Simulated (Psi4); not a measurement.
Two rigid molecules brought together: CH4 ··· C3H9Al (SMILES C and [CH3][Al]([CH3])[CH3]). Monomers: optimised at B3LYP-D3(BJ) (def2-TZVP and def2-SVP), held rigid. Orientation: lowest of the rigid-body minima from ten starts at GFN2-xTB. Only R, the distance of the centres of mass, is varied, so the lowest point isn't the relaxed dimer.

Level of theory: SAPT0/jun-cc-pVDZ, frozen core in Psi4 1.11.

Components in kcal/mol:

```tsv
R / Å	electrostatics	exchange	induction	dispersion	total
2.94	-1.28	19.92	-7.00	-5.48	6.16
3.19	-0.38	9.83	-3.56	-3.72	2.16
3.37	-0.03	5.86	-2.14	-2.82	0.87
3.57	0.18	3.27	-1.21	-2.08	0.15
3.79	0.26	1.70	-0.65	-1.50	-0.19
4.00	0.27	0.90	-0.36	-1.10	-0.30
4.28	0.23	0.38	-0.17	-0.75	-0.31
4.57	0.18	0.15	-0.08	-0.51	-0.26
5.10	0.10	0.03	-0.03	-0.26	-0.16
5.75	0.05	0.00	-0.01	-0.13	-0.08
6.76	0.02	0.00	0.00	-0.05	-0.03
8.09	0.01	0.00	0.00	-0.02	-0.01
```
